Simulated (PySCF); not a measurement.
C6H5Cl, charge -1, doublet, at the geometry of the source list (a state made from the parent by changing its charge; the spin is typed, not shown lowest) (in this run its highest filled SCF level lies above zero, so its values depend strongly on the basis, on diffuse functions most of all); HF/6-31G* run with PySCF.

PySCF was given this input:
```python
from pyscf import gto, scf

mol = gto.Mole()
mol.atom = '''
    Cl    3.040500    0.221900   -0.001600
    C     1.318700    0.096200   -0.000700
    C     0.548900    1.248000    0.012600
    C    -0.830800    1.140800    0.013200
    C    -1.435200   -0.104700    0.000700
    C    -0.656400   -1.249400   -0.012500
    C     0.724200   -1.155100   -0.013200
    H     1.024200    2.216600    0.022300
    H    -1.434100    2.035700    0.023500
    H    -2.511900   -0.183300    0.001300
    H    -1.123400   -2.222400   -0.022200
    H     1.335100   -2.044400   -0.023500
'''
mol.basis = '6-31g*'
mol.charge = -1
mol.spin = 1
mol.verbose = 5
mol.build()

mf = scf.UHF(mol)
mf.kernel()
```

Output, abridged:

```
PySCF version 2.14.0

[INPUT] verbose = 5
[INPUT] max_memory = 4000
[INPUT] num. atoms = 12
[INPUT] num. electrons = 59
[INPUT] charge = -1
[INPUT] spin (= nelec alpha-beta = 2S) = 1
[INPUT] symmetry False subgroup None
[INPUT] Mole.unit = angstrom
[INPUT] Symbol           X                Y                Z      unit          X                Y                Z       unit  Magmom
[...]
[INPUT] ---------------- BASIS SET ----------------
[INPUT] l, kappa, [nprim/nctr], expnt,             c_1 c_2 ...
[INPUT] Cl
[...]
                                3780.35           0.014034
                                860.474           0.069097
                                242.145           0.237452
                                77.3349           0.483034
                                26.247            0.339856
[...]
                                116.984           -0.030714
                                37.4153           -0.112528
                                13.7834           0.045016
                                5.45215           0.589353
                                2.22588           0.465206
[...]
                                1.14427           0.061589
                                0.420377          1.06018
[...]
                                116.984           0.030318
                                37.4153           0.12988
                                13.7834           0.327951
                                5.45215           0.453527
                                2.22588           0.252154
[...]
                                1.14427           0.323572
                                0.420377          0.743507
[...]
[INPUT] C
[...]
                                457.36951         0.0140373
                                103.94869         0.0688426
                                29.210155         0.2321844
                                9.286663          0.4679413
                                3.163927          0.362312
[...]
                                1.8812885         -0.1608542
                                0.5442493         1.1434564
[...]
                                1.8812885         0.316424
                                0.5442493         0.7443083
[...]
[INPUT] H
[...]
                                2.8253937         0.23472695
                                0.6401217         0.81375733
[...]
nuclear repulsion = 317.664688820045
number of shells = 54
number of NR pGTOs = 233
number of NR cGTOs = 112
basis = 6-31g*
ecp = {}

******** <class 'pyscf.scf.uhf.UHF'> ********
method = UHF
initial guess = minao
damping factor = 0
level_shift factor = 0
DIIS = <class 'pyscf.scf.diis.CDIIS'>
diis_start_cycle = 1
diis_space = 8
diis_damp = 0
SCF conv_tol = 1e-09
SCF conv_tol_grad = None
SCF max_cycles = 50
direct_scf = True
direct_scf_tol = 1e-13
number electrons alpha = 30  beta = 29
Set gradient conv threshold to 3.16228e-05
E1 = -1573.493909852788  E2 = 564.1657500394568  Ecoul = 625.6140337867462  Exc = -61.44828374728934
init E= -691.663470993286
cond(S) = 12081.815439667043

  alpha mo_energy =
[-1.04897472e+02 -1.13359109e+01 -1.13323045e+01 -1.13312421e+01
 -1.13286992e+01 -1.13280179e+01 -1.13247122e+01 -1.06374993e+01
 -8.10072741e+00 -8.09850607e+00 -8.09844186e+00 -1.70530823e+00
 -1.39176889e+00 -1.32774132e+00 -1.12992071e+00 -9.19062864e-01
 -8.67807057e-01 -6.86907687e-01 -6.10897168e-01 -5.41302034e-01
 -5.09081748e-01 -5.07926202e-01 -4.87752700e-01 -4.11695722e-01
 -4.09019971e-01 -3.70255066e-01 -3.37113212e-01 -2.53945083e-01
 -2.31221771e-01  4.42225458e-02  5.37439529e-02  9.71974392e-02
  1.95361701e-01  2.38672909e-01  2.50143160e-01  2.53764947e-01
  2.69719344e-01  2.76482977e-01  3.84881484e-01  4.05781700e-01
  4.15873909e-01  4.23068591e-01  5.56110625e-01  5.68161303e-01
  5.70175903e-01  5.98566571e-01  6.38340364e-01  6.81874603e-01
  7.04833896e-01  7.10964999e-01  7.66737221e-01  7.71944324e-01
  7.73373322e-01  7.90368111e-01  7.93327677e-01  7.94422685e-01
  8.08449076e-01  8.40819186e-01  8.53231010e-01  9.26227015e-01
  9.60170015e-01  1.02511497e+00  1.03843857e+00  1.04957280e+00
  1.05042036e+00  1.06181512e+00  1.09520434e+00  1.12383546e+00
  1.12563309e+00  1.14178496e+00  1.16357858e+00  1.19075286e+00
  1.22332039e+00  1.26719317e+00  1.32033288e+00  1.35728119e+00
  1.36768368e+00  1.43259436e+00  1.45217984e+00  1.58483055e+00
  1.61620386e+00  1.64829833e+00  1.65027537e+00  1.69763227e+00
  1.70616854e+00  1.72634031e+00  1.81257731e+00  2.00524243e+00
  2.03707483e+00  2.08816555e+00  2.12693851e+00  2.23833315e+00
  2.25244286e+00  2.33530878e+00  2.35033507e+00  2.39886945e+00
  2.40436080e+00  2.41331969e+00  2.42398375e+00  2.56442056e+00
  2.56669876e+00  2.58854302e+00  2.80406789e+00  2.83674579e+00
  2.93858184e+00  2.97805487e+00  3.01171917e+00  3.02384246e+00
  3.02425581e+00  3.05140914e+00  3.32143517e+00  3.71876653e+00]
  beta  mo_energy =
[-1.04897472e+02 -1.13359109e+01 -1.13323045e+01 -1.13312421e+01
 -1.13286992e+01 -1.13280179e+01 -1.13247122e+01 -1.06374993e+01
 -8.10072741e+00 -8.09850607e+00 -8.09844186e+00 -1.70530823e+00
 -1.39176889e+00 -1.32774132e+00 -1.12992071e+00 -9.19062864e-01
 -8.67807057e-01 -6.86907687e-01 -6.10897168e-01 -5.41302034e-01
 -5.09081748e-01 -5.07926202e-01 -4.87752700e-01 -4.11695722e-01
 -4.09019971e-01 -3.70255066e-01 -3.37113212e-01 -2.53945083e-01
 -2.31221771e-01  4.42225458e-02  5.37439529e-02  9.71974392e-02
  1.95361701e-01  2.38672909e-01  2.50143160e-01  2.53764947e-01
  2.69719344e-01  2.76482977e-01  3.84881484e-01  4.05781700e-01
  4.15873909e-01  4.23068591e-01  5.56110625e-01  5.68161303e-01
  5.70175903e-01  5.98566571e-01  6.38340364e-01  6.81874603e-01
  7.04833896e-01  7.10964999e-01  7.66737221e-01  7.71944324e-01
  7.73373322e-01  7.90368111e-01  7.93327677e-01  7.94422685e-01
  8.08449076e-01  8.40819186e-01  8.53231010e-01  9.26227015e-01
  9.60170015e-01  1.02511497e+00  1.03843857e+00  1.04957280e+00
[...]
 -1.09907590e+01 -1.09857433e+01 -1.09856343e+01 -1.03878209e+01
 -7.85616800e+00 -7.85362260e+00 -7.85344859e+00 -9.89618053e-01
 -9.05932643e-01 -7.82714153e-01 -7.79842750e-01 -6.05569960e-01
 -5.99679941e-01 -4.91708904e-01 -4.32371859e-01 -4.17219588e-01
 -3.83636738e-01 -3.70274700e-01 -3.47868108e-01 -2.98234519e-01
 -2.92967346e-01 -2.69802999e-01 -2.59052647e-01 -1.32019278e-01
 -8.02132589e-02  3.39612458e-01  3.79406534e-01  3.93084428e-01
  4.37479420e-01  4.71555821e-01  4.87567967e-01  5.01411601e-01
  5.16849916e-01  5.81950787e-01  6.29499133e-01  6.54806279e-01
  6.73115343e-01  6.78384074e-01  7.71947246e-01  7.92448398e-01
  7.99136538e-01  8.07547836e-01  8.67531425e-01  9.49975241e-01
  9.67633240e-01  1.00140025e+00  1.02668057e+00  1.03171495e+00
  1.04063834e+00  1.05358682e+00  1.06217002e+00  1.06416497e+00
  1.07194666e+00  1.10859638e+00  1.13729514e+00  1.20679548e+00
  1.21038139e+00  1.27175290e+00  1.31066801e+00  1.31833148e+00
  1.32065687e+00  1.32524813e+00  1.34041534e+00  1.36150918e+00
  1.39918984e+00  1.40155593e+00  1.41737224e+00  1.46779272e+00
  1.48796906e+00  1.51331663e+00  1.58234566e+00  1.59797662e+00
  1.61565899e+00  1.69093306e+00  1.73654091e+00  1.81771605e+00
  1.89534124e+00  1.90929195e+00  1.90941221e+00  1.97887808e+00
  2.00091570e+00  2.03388833e+00  2.07230868e+00  2.29928580e+00
  2.32430399e+00  2.34612805e+00  2.41102605e+00  2.52606791e+00
  2.53836709e+00  2.63153982e+00  2.64694403e+00  2.68608704e+00
  2.69439190e+00  2.70668432e+00  2.73816797e+00  2.85136580e+00
  2.87417146e+00  2.89312795e+00  3.08246339e+00  3.14234265e+00
  3.24284051e+00  3.27483087e+00  3.30745020e+00  3.32071337e+00
  3.32935098e+00  3.34850488e+00  3.62139041e+00  4.02069006e+00]
multiplicity <S^2> = 0.83549084  2S+1 = 2.0837378
E1 = -1587.8337748782892  E2 = 580.6637813176856  Ecoul = 641.5178942554645  Exc = -60.85411293777895
cycle= 18 E= -689.505304740559  delta_E= -3.12e-10  |g|= 3.64e-06  |ddm|= 7.04e-05
  alpha mo_energy =
[-1.04648218e+02 -1.10900282e+01 -1.10291086e+01 -1.09999848e+01
 -1.09999009e+01 -1.09954582e+01 -1.09953672e+01 -1.03878304e+01
 -7.85669606e+00 -7.85339295e+00 -7.85324602e+00 -9.90374146e-01
 -9.17720851e-01 -8.14141315e-01 -7.84732684e-01 -6.38415258e-01
 -5.98726254e-01 -4.95953187e-01 -4.41821453e-01 -4.22310819e-01
 -3.83945129e-01 -3.76441898e-01 -3.56591521e-01 -3.00396196e-01
 -2.97907683e-01 -2.91410781e-01 -2.71645848e-01 -1.92789070e-01
 -1.53527094e-01  5.56060255e-02  3.56563813e-01  3.82275188e-01
  4.38070792e-01  4.66438684e-01  4.83248258e-01  4.96239680e-01
  5.08307944e-01  5.13029205e-01  6.27380401e-01  6.48875981e-01
  6.69828961e-01  6.70795838e-01  7.70950374e-01  7.90829732e-01
  7.95345285e-01  8.08941610e-01  8.64947203e-01  9.48644193e-01
  9.49210016e-01  9.91917959e-01  1.01283468e+00  1.02102556e+00
  1.02342630e+00  1.03454658e+00  1.04692812e+00  1.05179473e+00
  1.06012456e+00  1.07820387e+00  1.10835277e+00  1.17417110e+00
  1.20898094e+00  1.27197020e+00  1.31227192e+00  1.31257143e+00
  1.31623030e+00  1.32035738e+00  1.33451669e+00  1.36385092e+00
  1.39261015e+00  1.39293324e+00  1.41427496e+00  1.46226600e+00
  1.47642913e+00  1.51410939e+00  1.57672950e+00  1.59964131e+00
  1.61564541e+00  1.68567117e+00  1.71037751e+00  1.81395702e+00
  1.88583742e+00  1.89408817e+00  1.90311620e+00  1.96077403e+00
  1.98192403e+00  1.99835661e+00  2.06697903e+00  2.28021234e+00
  2.32124897e+00  2.34268407e+00  2.40865970e+00  2.52473343e+00
  2.52751238e+00  2.62347440e+00  2.64246023e+00  2.67909447e+00
  2.68148210e+00  2.69459369e+00  2.71033136e+00  2.84813978e+00
  2.85258031e+00  2.86769011e+00  3.08171018e+00  3.12113605e+00
  3.22589312e+00  3.27372917e+00  3.30711535e+00  3.31129793e+00
  3.32229884e+00  3.33974274e+00  3.61845165e+00  4.01704498e+00]
  beta  mo_energy =
[-1.04648199e+02 -1.10970432e+01 -1.10357005e+01 -1.09908722e+01
 -1.09907592e+01 -1.09857441e+01 -1.09856353e+01 -1.03878198e+01
 -7.85616694e+00 -7.85362146e+00 -7.85344745e+00 -9.89617778e-01
 -9.05932575e-01 -7.82714244e-01 -7.79842599e-01 -6.05569849e-01
 -5.99679941e-01 -4.91708805e-01 -4.32371697e-01 -4.17219485e-01
 -3.83636611e-01 -3.70274759e-01 -3.47867975e-01 -2.98234375e-01
 -2.92967218e-01 -2.69802840e-01 -2.59052563e-01 -1.32019187e-01
 -8.02133780e-02  3.39612518e-01  3.79406625e-01  3.93084368e-01
  4.37479589e-01  4.71555803e-01  4.87568081e-01  5.01411646e-01
  5.16849946e-01  5.81950812e-01  6.29499219e-01  6.54806390e-01
  6.73115375e-01  6.78384154e-01  7.71947286e-01  7.92448505e-01
  7.99136678e-01  8.07547980e-01  8.67531530e-01  9.49975243e-01
  9.67633274e-01  1.00140033e+00  1.02668069e+00  1.03171511e+00
  1.04063829e+00  1.05358668e+00  1.06217000e+00  1.06416502e+00
  1.07194672e+00  1.10859644e+00  1.13729499e+00  1.20679543e+00
  1.21038160e+00  1.27175318e+00  1.31066838e+00  1.31833145e+00
  1.32065735e+00  1.32524803e+00  1.34041540e+00  1.36150943e+00
  1.39918977e+00  1.40155607e+00  1.41737233e+00  1.46779287e+00
  1.48796898e+00  1.51331676e+00  1.58234561e+00  1.59797690e+00
  1.61565908e+00  1.69093312e+00  1.73654091e+00  1.81771623e+00
  1.89534132e+00  1.90929192e+00  1.90941220e+00  1.97887817e+00
  2.00091578e+00  2.03388818e+00  2.07230877e+00  2.29928582e+00
  2.32430401e+00  2.34612810e+00  2.41102610e+00  2.52606809e+00
  2.53836698e+00  2.63153987e+00  2.64694396e+00  2.68608711e+00
  2.69439206e+00  2.70668423e+00  2.73816784e+00  2.85136594e+00
  2.87417145e+00  2.89312784e+00  3.08246349e+00  3.14234257e+00
  3.24284054e+00  3.27483100e+00  3.30745033e+00  3.32071335e+00
  3.32935092e+00  3.34850479e+00  3.62139044e+00  4.02069009e+00]
multiplicity <S^2> = 0.83549126  2S+1 = 2.0837382
E1 = -1587.8337714011  E2 = 580.6637778404701  Ecoul = 641.5178907082955  Exc = -60.85411286782539
Extra cycle  E= -689.505304740585  delta_E= -2.64e-11  |g|= 2.84e-06  |ddm|= 1.02e-05
converged SCF energy = -689.505304740585  <S^2> = 0.83549126  2S+1 = 2.0837382
```
